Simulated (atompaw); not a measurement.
**What one change does to a pseudopotential (Xe, PAW (atompaw))**

```json
{"Element": "xenon", "Generator": "atompaw 4.2.0.5", "Type": "PAW", "Functional": "PBEsol", "Relativity": "scalar-relativistic", "Frozen core": "[Kr] 4d10", "Valence charge": "8", "Reference configuration": "5s2 5p6", "Partial waves": "5s (bound): rc 1.65 bohr; 5s channel at -0.9 Ry: rc 1.65 bohr; 5p (bound): rc 1.85 bohr; 5p channel at 2.85 Ry: rc 1.85 bohr", "Local potential": "bessel scheme, radius 1.65 bohr", "Core correction": "smooth core density matched at 1.35 bohr", "Augmentation charge": "gaussian compensation charge, radius 1.55 bohr; PAW radius 1.85 bohr; waves and projectors: custom rrkj gramschmidtortho"}
```

Change: all radii scaled by about 1.07 (s 1.76, p 1.98 bohr); local potential bessel scheme, radius 1.76 bohr; augmentation gaussian compensation charge, radius 1.66 bohr; PAW radius 1.98 bohr; waves and projectors: custom rrkj gramschmidtortho; core correction smooth core density matched at 1.44 bohr.

Cutoffs: the cutoffs (Ry, on a coarse ladder) from which the occupation-weighted sum of valence levels, in a spherical-Bessel basis at the reference potential, stays within 10 and 1 mRy of its value at 400 Ry; they do not see the model core or the augmentation charge, which bear on the density cutoff.

Question: What does the change do?

Answer: The potential gets softer (15 Ry and 30 Ry → 12 Ry and 25 Ry); neither file shows a bound ghost. A larger radius leaves more room for a smooth pseudo-wave, so fewer plane waves are needed.

| quantity | base | changed |
| --- | --- | --- |
| cutoff, loose | 15 Ry | 12 Ry |
| cutoff, tight | 30 Ry | 25 Ry |
| loose cutoff by channel (10 mRy a level) | s 12 Ry, p 6 Ry | s 10 Ry, p 8 Ry |
| bound ghosts | none | none |
| lowest overlap eigenvalue by channel | s 0.43, p 0.53 | s 0.39, p 0.54 |

 The cutoffs see the waves, projectors and local potential, not the compensation charge or the core.
